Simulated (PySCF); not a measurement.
F2H2OSi.

```xyz
6

Si    -0.0057     0.3431     0.0000
O      1.5571    -0.1238     0.0000
F     -0.7824    -0.2534     1.2781
F     -0.7824    -0.2534    -1.2781
H     -0.0655     1.8089     0.0000
H      1.7733    -1.0611     0.0000
```

The structure is a stationary point at PBE0-D3(BJ)/def2-SVP. The values are those of a single conformer.

These are HF/pcSseg-2 in PySCF values and carry that method's errors. Non-relativistic, no solvent.

Computed absolute GIAO shielding of each atom: isotropic value and principal components (ppm):
| atom | σ(iso) | σ11 | σ22 | σ33 | span |
|---|---|---|---|---|---|
| Si1 | 456.4 | 432.1 | 448.7 | 488.4 | 56.3 |
| O2 | 291.6 | 251.1 | 279.9 | 343.7 | 92.6 |
| F3 | 349.1 | 307.0 | 321.2 | 419.1 | 112.2 |
| F4 | 349.1 | 307.0 | 321.2 | 419.1 | 112.2 |
| H5 | 27.4 | 24.2 | 24.5 | 33.6 | 9.4 |
| H6 | 28.9 | 21.0 | 22.6 | 43.0 | 22.1 |
